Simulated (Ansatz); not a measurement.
Consider the redistribution: `CB[Se]C` + `CN[BH][GeH3]` → `C[Se][BH][GeH3]` + `CBNC`.

Computed with Ansatz on PBE0-D4/def2-TZVP structures; ΔE is electronic, products minus reactants. CCSD(T)/CBS is the MP2 limit (def2-TZVPP, def2-QZVPP) plus CCSD(T) − MP2 in def2-TZVPP, frozen cores. DFT in def2-TZVPP. B3LYP here is the variant with VWN-RPA as its local correlation; programs differ in this. For Ge, Se outer-core shells are correlated without core-valence functions, which leaves a few kJ/mol of doubt a bond. Scalar relativity is left out up to krypton. One conformer a species, not always the lowest.

Q: Is it downhill or uphill in electronic energy at CCSD(T)/CBS, and by how much? (Estimate.)

A: Ansatz gave: Downhill: ΔE = -5.3 kJ/mol.

Q: What do these levels give: PBE-D4, r2SCAN-D4, PBE0-D4, B3LYP-D4, ωB97X-V, PBE, PBE0, MP2/def2-TZVPP, CCSD(T)/def2-TZVPP, MP2/def2-QZVPP, SCS-MP2/def2-QZVPP, CCSD/CBS(def2)? (An estimate is asked.)

A: Ansatz gave: PBE-D4 -3.8, r2SCAN-D4 -4.7, PBE0-D4 -3.9, B3LYP-D4 -3.9, ωB97X-V -3.5, PBE -2.8, PBE0 -3.0, MP2/def2-TZVPP -5.2, CCSD(T)/def2-TZVPP -5.7, MP2/def2-QZVPP -5.0, SCS-MP2/def2-QZVPP -4.5, CCSD/CBS(def2) -4.8 kJ/mol.

Largest T1 diagnostic among the species: 0.013.
